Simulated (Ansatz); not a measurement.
# Match the barriers

Saddle point of BHClF₃, singlet (BClF₂ ([F][B]([F])[Cl]) + HF → BF₃ ([F][B]([F])[F]) + HCl; bonds formed: B1–F6, Cl2–H5; bonds broken: B1–Cl2, H5–F6), PBE0-D4/def2-TZVP structure:

```
atom    x (Å)    y (Å)    z (Å)
  B1  -0.3794  -0.3287  -0.0872
 Cl2   1.5455  -0.0363  -0.6223
  F3  -1.1955  -0.1270  -1.1032
  F4  -0.5074  -1.3940   0.6796
  H5   0.8030   0.9429   0.3603
  F6  -0.2661   0.9430   0.7729
```

Ansatz 0.2.0; basis: def2-TZVPP, with def2-QZVPP for the basis limit; cores frozen in the correlated methods. Extrapolation: Hartree–Fock as exp(−7.88 √X), correlation as X^−2.97. Four methods, as single points on the PBE0-D4 structures, gave these electronic barriers from the start structure: 5.7, 49.8, 72.6, 123.4 kJ/mol.

**Question.** The methods were, in alphabetical order, CCSD(T), HF, r2SCAN-D4, SPW92. Which gave which? (A judgement: the text doesn't fix the answer.)

**Answer.** The calculation gives: SPW92 5.7; r2SCAN-D4 49.8; CCSD(T) 72.6; HF 123.4 kJ/mol. For comparison, CCSD(T) at an estimated basis limit (MP2 extrapolated from triple and quadruple zeta, plus CCSD(T) − MP2 in triple zeta) gives 74.2 kJ/mol.

T1 diagnostic: at most 0.012.

Labels in which every atom is bracketed show which atoms are joined, not bond orders.

For scale, one of the runs: CCSD(T)/def2-TZVPP, 180 basis functions, launched by `ansatz run in.yaml --threads 4 --pin off --events-out ev --progress --plain --max-ram 9574MiB`. Hardware: 4 CPU threads of an Arm Neoverse V1, shared host. Wall time 46 s; peak host memory 1.9 GiB.
